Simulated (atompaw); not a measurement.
gadolinium: one change to a PAW (atompaw) potential, before and after

| Property | Result |
| --- | --- |
| Element | gadolinium |
| Generator | atompaw 4.2.0.5 |
| Type | PAW |
| Functional | PBEsol |
| Relativity | scalar-relativistic |
| Frozen core | [Kr] 4d10 4f7 |
| Valence charge | 11 |
| Reference configuration | 5s2 5p6 5d1 6s2 6p0 |
| Partial waves | 5s (bound): rc 2.20 bohr; 6s (bound): rc 2.50 bohr; 5p (bound): rc 1.65 bohr; 6p (bound, empty): rc 2.80 bohr; 5d (bound): rc 2.80 bohr; 5d channel at 0.7 Ry: rc 2.80 bohr |
| Local potential | bessel scheme, radius 2.15 bohr |
| Core correction | smooth core density matched at 2.05 bohr |
| Augmentation charge | gaussian compensation charge, radius 2.40 bohr; PAW radius 2.80 bohr; waves and projectors: custom polynom vanderbiltortho |

Change: augmentation gaussian compensation charge, radius 2.40 bohr; PAW radius 2.80 bohr; waves and projectors: modrrkj vanderbiltortho.

Cutoffs: the cutoffs (Ry, on a coarse ladder) from which the occupation-weighted sum of valence levels, in a spherical-Bessel basis at the reference potential, stays within 10 and 1 mRy of its value at 400 Ry; they do not see the model core or the augmentation charge, which bear on the density cutoff.

What does the change do?

The potential gets softer (18 Ry and 35 Ry → 18 Ry and 30 Ry); the range in which the d phases agree narrows (upper end 3.0 → -0.2); neither file shows a bound ghost.

```csv
quantity,base,changed
"cutoff, loose",18 Ry,18 Ry
"cutoff, tight",35 Ry,30 Ry
loose cutoff by channel (10 mRy a level),"s 10 Ry, p 15 Ry, d 10 Ry","s 8 Ry, p 15 Ry, d 8 Ry"
bound ghosts,none,none
s: phases at 2.81 bohr within 0.05 rad from the reference energy up to (Ry; the scan ends near 5),4.7,4.2
p: phases at 2.81 bohr within 0.05 rad from the reference energy up to (Ry; the scan ends near 5),to the end of the scan,to the end of the scan
d: phases at 2.81 bohr within 0.05 rad from the reference energy up to (Ry; the scan ends near 5),3.0,-0.2
lowest overlap eigenvalue by channel,"s 0.68, p 0.57, d 0.94","s 0.71, p 0.67, d 1.00"
```

 The cutoffs see the waves, projectors and local potential, not the compensation charge or the core.
